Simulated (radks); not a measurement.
All-electron atom: a nucleus of charge 34.75 with 33 electrons in [Ar] 3d10 4s2 4p3. Method: scalar-relativistic Kohn-Sham, PBE, spin-polarised, spherical densities, finite nucleus; open shells are filled with parallel spins first; Fermi nuclear charge, rms radius 4.14 fm; computed with a radial shooting solver on a logarithmic mesh with Libxc functionals.

Normalised radial functions P(r) = r R(r), r in bohr:

r	3p up	3d up
0.002479	0.0034	0.0000
0.003228	0.0056	0.0000
0.004203	0.0090	0.0001
0.005517	0.0148	0.0001
0.007184	0.0239	0.0003
0.009354	0.0384	0.0005
0.01218	0.0611	0.0011
0.01599	0.0971	0.0024
0.02082	0.1496	0.0050
0.02711	0.2250	0.0102
0.03558	0.3309	0.0209
0.04633	0.4602	0.0409
0.06033	0.6028	0.0776
0.07919	0.7294	0.1444
0.1031	0.7735	0.2511
0.1343	0.6641	0.4118
0.1748	0.3400	0.6287
0.2295	-0.2096	0.8891
0.2988	-0.8247	1.1248
0.3891	-1.2980	1.2690
0.5107	-1.4303	1.2538
0.665	-1.1914	1.0727
0.866	-0.7625	0.7863
1.137	-0.3572	0.4763
1.48	-0.1225	0.2387
1.927	-0.0279	0.0923
2.51	-0.0038	0.0254
3.294	-0.0002	0.0042
4.289	0.0000	0.0004
5.585	0.0000	0.0000

3p up: eigenvalue -188.58 eV, 1 radial node at r = 0.209 bohr, <r> = 0.570 bohr, 90 % of the charge inside 0.871 bohr. 3d up: eigenvalue -83.557 eV, 0 radial nodes, <r> = 0.600 bohr, 90 % of the charge inside 0.992 bohr.
